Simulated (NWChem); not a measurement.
# GeHCl, singlet; SMILES [Cl][GeH]

Program: NWChem. Pople sets run with spherical d functions. Low-valent species are run as closed-shell singlets; no triplet was tried in these runs. All runs use the structure optimised with PBE0-D3(BJ)/def2-TZVP.

Question: Estimate the computed values for B3LYP/6-31G*. Quantities: highest occupied level (eV); orbital gap (eV); dipole (D).

Answer: highest occupied level (eV): -6.97
orbital gap (eV): 3.68
dipole (D): 1.85
